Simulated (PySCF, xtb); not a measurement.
ClFHNOW, SMILES [NH]=[W](=[O])([F])[Cl], multiplicity 1.

GFN2-xTB (xtb) at its own geometry gives an orbital gap of 2.36 eV and a dipole moment of 2.76 D.

Geometry optimised at PBE-D3(BJ)/def2-SVP. The multiplicity is an assumed one; no other spin state was optimised. The structure was generated by enumeration; whether it is a known compound was not checked. The def2 effective core potentials stand for the cores of W; spin–orbit coupling is left out.

What does PBE0/def2-TZVP run with PySCF give? (An estimate is asked for; the answer gives what the named calculation found.)

gap 6.19 eV (levels -8.82 and -2.63 eV), dipole 1.50 D.
